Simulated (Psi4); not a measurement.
C$_{4}$H$_{6}$ClF (SMILES F[C@@H]1C[C@@H]1CCl), singlet, at a GFN2-xTB geometry; Psi4 with MP2/def2-TZVPP.

Input for Psi4:
```
memory 2 GB

molecule mol {
0 1
  F    -1.724882   -1.591810   -0.482987
  C    -1.671905   -0.593837    0.443913
  C    -1.413787    0.794749   -0.033873
  C    -0.342330    0.047391    0.718454
  C     0.869045   -0.436792   -0.024157
  Cl    2.034512    0.905212   -0.243091
  H    -2.367485   -0.800984    1.247326
  H    -1.926107    1.610530    0.450003
  H    -1.265710    0.928641   -1.094263
  H    -0.147597    0.345957    1.740821
  H     0.606685   -0.797053   -1.018402
  H     1.391310   -1.218464    0.527922
}

set basis def2-tzvpp
set reference rhf
set freeze_core true

energy('mp2')
print_variables()
```

### Question
Predict the main parts of the log of this Psi4 run.

### Answer

```
    SCF Algorithm Type (re)set to DF.

   => Loading Basis Set <=

    Name: DEF2-TZVPP
    Role: ORBITAL
    Keyword: BASIS

         ---------------------------------------------------------
                                   SCF
               by Justin Turney, Rob Parrish, Andy Simmonett
                          and Daniel G. A. Smith
                              RHF Reference
         ---------------------------------------------------------

  ==> Geometry <==

    Molecular point group: c1
    Full point group: C1

    Geometry (in Angstrom), charge = 0, multiplicity = 1:

       Center              X                  Y                   Z               Mass
    ------------   -----------------  -----------------  -----------------  -----------------
         F           -1.761255886495    -1.584585699747    -0.459317510218    18.998403162730
         C           -1.708278886495    -0.586612699747     0.467582489782    12.000000000000
         C           -1.450160886495     0.801973300253    -0.010203510218    12.000000000000
         C           -0.378703886495     0.054615300253     0.742123489782    12.000000000000
         C            0.832671113505    -0.429567699747    -0.000487510218    12.000000000000
         CL           1.998138113505     0.912436300253    -0.219421510218    34.968852682000
         H           -2.403858886495    -0.793759699747     1.270995489782     1.007825032230
         H           -1.962480886495     1.617754300253     0.473672489782     1.007825032230
         H           -1.302083886495     0.935865300253    -1.070593510218     1.007825032230
         H           -0.183970886495     0.353181300253     1.764490489782     1.007825032230
         H            0.570311113505    -0.789828699747    -0.994732510218     1.007825032230
         H            1.354936113505    -1.211239699747     0.551591489782     1.007825032230

  Running in c1 symmetry.

  Rotational constants: A =      0.23650  B =      0.04820  C =      0.04399 [cm^-1]
  Rotational constants: A =   7090.15278  B =   1444.91834  C =   1318.64970 [MHz]
  Nuclear repulsion =  287.721643340672756

  Charge       = 0
  Multiplicity = 1
  Electrons    = 56
  Nalpha       = 28
  Nbeta        = 28

  ==> Algorithm <==

  SCF Algorithm Type is DF.
  DIIS enabled.
  MOM disabled.
  Fractional occupation disabled.
  Guess Type is SAD.
  Energy threshold   = 1.00e-08
  Density threshold  = 1.00e-08
  Integral threshold = 1.00e-12

  ==> Primary Basis <==

  Basis Set: DEF2-TZVPP
    Blend: DEF2-TZVPP
    Number of shells: 105
    Number of basis functions: 281
    Number of Cartesian functions: 318
    Spherical Harmonics?: true
    Max angular momentum: 3

   => Loading Basis Set <=

    Name: (DEF2-TZVPP AUX)
    Role: JKFIT
    Keyword: DF_BASIS_SCF

  ==> Integral Setup <==

  SCF_SUBTYPE=INCORE selected. In-core MEM_DF algorithm will be used.
  Using in-core AOs.

  ==> MemDFJK: Density-Fitted J/K Matrices <==

    J tasked:                   Yes
    K tasked:                   Yes
    wK tasked:                   No
    Algorithm:                 Core
    Schwarz Cutoff:           1E-12
    Mask sparsity (%):       5.7522
    Fitting Condition:        1E-10

   => Auxiliary Basis Set <=

  Basis Set: (DEF2-TZVPP AUX)
    Blend: DEF2-UNIVERSAL-JKFIT
    Number of shells: 199
    Number of basis functions: 613
    Number of Cartesian functions: 724
    Spherical Harmonics?: true
    Max angular momentum: 4

  Minimum eigenvalue in the overlap matrix is 1.9583940427E-04.
  Reciprocal condition number of the overlap matrix is 2.0303544271E-05.
    Using symmetric orthogonalization.

  ==> Pre-Iterations <==

  SCF Guess: Superposition of Atomic Densities via on-the-fly atomic UHF (no occupation information).

   -------------------------
    Irrep   Nso     Nmo
   -------------------------
     A        281     281
   -------------------------
    Total     281     281
   -------------------------

  ==> Iterations <==

[...]

  ==> Post-Iterations <==

    Orbital Energies [Eh]
    ---------------------

    Doubly Occupied:

[...]
      28A     -0.419409

    Virtual:

[...]
     281A     59.153614

    Final Occupation by Irrep:
              A
    DOCC [    28 ]
    NA   [    28 ]
    NB   [    28 ]

  @DF-RHF Final Energy:  -713.97701811091997

   => Energetics <=

    Nuclear Repulsion Energy =            287.7216433406727560
    One-Electron Energy =               -1555.1122058043647485
    Two-Electron Energy =                 553.4135443527720781
    Total Energy =                       -713.9770181109199711

Computation Completed

Properties will be evaluated at   0.000000,   0.000000,   0.000000 [a0]

Properties computed using the SCF density matrix

 Multipole Moments:

 ------------------------------------------------------------------------------------
     Multipole            Electronic (a.u.)      Nuclear  (a.u.)        Total (a.u.)
 ------------------------------------------------------------------------------------

 L = 1.  Multiply by 2.5417464519 to convert [e a0] to [Debye]
 Dipole X            :          3.2956218           -3.8492543           -0.5536324
 Dipole Y            :         -0.7793986            0.7645224           -0.0148762
 Dipole Z            :         -1.9384727            2.5048139            0.5663412
 Magnitude           :                                                    0.7921316

 ------------------------------------------------------------------------------------

  //>>>>>>>>>>>>>>>>>>>>>>>>>>>>>>>>>>>//
  //               DFMP2               //
  //<<<<<<<<<<<<<<<<<<<<<<<<<<<<<<<<<<<//

   => Loading Basis Set <=

    Name: (DEF2-TZVPP AUX)
    Role: RIFIT
    Keyword: DF_BASIS_MP2

	 --------------------------------------------------------
	                          DF-MP2
	      2nd-Order Density-Fitted Moller-Plesset Theory

	        Rob Parrish, Justin Turney, Andy Simmonett,
	           Ed Hohenstein, and C. David Sherrill
	 --------------------------------------------------------

   => Auxiliary Basis Set <=

  Basis Set: (DEF2-TZVPP AUX)
    Blend: DEF2-TZVPP-RI
    Number of shells: 203
    Number of basis functions: 683
    Number of Cartesian functions: 842
    Spherical Harmonics?: true
    Max angular momentum: 4

	 --------------------------------------------------------
	                 NBF =   281, NAUX =   683
	 --------------------------------------------------------
	   CLASS    FOCC     OCC    AOCC    AVIR     VIR    FVIR
	   PAIRS      10      28      18     253     253       0
	 --------------------------------------------------------

	-----------------------------------------------------------
	 ==================> DF-MP2 Energies <====================
	-----------------------------------------------------------
	 Reference Energy          =    -713.9770181109199711 [Eh]
	 Singles Energy            =      -0.0000000000000000 [Eh]
	 Same-Spin Energy          =      -0.2709571760694821 [Eh]
	 Opposite-Spin Energy      =      -0.8335503759252902 [Eh]
	 Correlation Energy        =      -1.1045075519947722 [Eh]
	 Total Energy              =    -715.0815256629147143 [Eh]
	-----------------------------------------------------------
	 ================> DF-SCS-MP2 Energies <==================
	-----------------------------------------------------------
	 SCS Same-Spin Scale       =       0.3333333333333333 [-]
	 SCS Opposite-Spin Scale   =       1.2000000000000000 [-]
	 SCS Same-Spin Energy      =      -0.0903190586898273 [Eh]
	 SCS Opposite-Spin Energy  =      -1.0002604511103483 [Eh]
	 SCS Correlation Energy    =      -1.0905795098001756 [Eh]
	 SCS Total Energy          =    -715.0675976207201074 [Eh]
	-----------------------------------------------------------

  Variable Map:
  ----------------------------------------------------------------------------
[...]
  Array Variable Map:
  ----------------------------------------------------------------------------
[...]
[...]
```
